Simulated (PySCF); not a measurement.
## Computed data sheet: `CC(=O)[SiH2]C/C([SiH3])=C/F`

Species: C5H11FOSi2.
Geometry (GFN2-xTB, Å), atoms numbered from 1 in this order:
```
atom  x, y, z in Å
C1     3.744    0.354    0.025
C2     2.462   -0.268    0.510
O3     2.426   -0.990    1.480
Si4    0.857    0.128   -0.490
C5    -0.574   -0.682    0.464
C6    -1.899   -0.432   -0.175
Si7   -2.772    1.236    0.031
C8    -2.474   -1.378   -0.899
F9    -3.663   -1.170   -1.510
H10    3.637    1.436    0.036
H11    4.585    0.058    0.647
H12    3.917    0.050   -1.004
H13    1.010   -0.437   -1.836
H14    0.727    1.586   -0.585
H15   -0.581   -0.293    1.484
H16   -0.382   -1.756    0.534
H17   -2.867    1.886   -1.276
H18   -1.961    2.047    0.944
H19   -4.098    1.009    0.603
H20   -2.099   -2.374   -1.095
```

Structural features include: C=C double bond, C–F bond, Si–H bond and C–Si bond.

**GFN2-xTB geometry**

| Item | Value |
| --- | --- |
| Point group of the GFN2-xTB geometry | C1 |
| Rotational constants A, B, C of the GFN2-xTB geometry | 2.393, 0.456, 0.428 GHz |

From PBE0/pcSseg-1 ground state and GIAO shieldings, non-relativistic (PySCF):

| Property | Result |
| --- | --- |
| Dipole moment | 2.12 D |
| HOMO energy | -6.79 eV |
| LUMO energy | -1.13 eV |
| HOMO–LUMO gap | 5.66 eV |
| Lowest Hirshfeld atomic charge | -0.22 e on O3 |
| Highest Hirshfeld atomic charge | +0.33 e on Si4 |
| 13C chemical shifts (computed TMS as zero) by class | 242.8 (C2), 164.0 (C8), 112.9 (C6), 40.6 (C1), 14.9 (C5) ppm |
| 1H chemical shifts (computed TMS as zero) by class | 7.17 (H20), 4.30 (H13/H14), 4.21 (H17/H18/H19), 2.43 (H10/H11/H12), 1.92 (H15/H16) ppm |
| Isotropic shieldings of nuclei other than C and H, by class | -515 (O3), 274 (F9), 409 (Si4), 428 (Si7) ppm |
| Mayer bond orders between heavy atoms | C1–C2 0.99, C2–O3 1.95, C2–Si4 0.81, Si4–C5 0.90, C5–C6 1.02, C6–Si7 0.83, C6–C8 1.85, C8–F9 0.93 |

Monoisotopic mass from the formula: 162.0332 u.

The rotational constants make it an asymmetric top with κ = (2B − A − C)/(A − C) = -0.97, nearer the prolate limit (−1). In atomic units the dipole is 0.84 e·bohr (1 au = 2.5417 D). With B = h/(8π²I), that is 505.379 GHz u Å² over I, the principal moments of inertia are 211.2, 1109.4 and 1179.9 u Å² (most abundant isotopes); the inertial defect Ic − Ia − Ib is -140.7 u Å² (zero for a rigid planar frame, negative otherwise).

Geometry: GFN2-xTB, one conformer, isolated molecule. NMR classes are plain means over equivalent atoms (diastereotopic ones count apart unless rotation or inversion swaps them), as if these changed places fast; in this geometry the members of some classes differ.
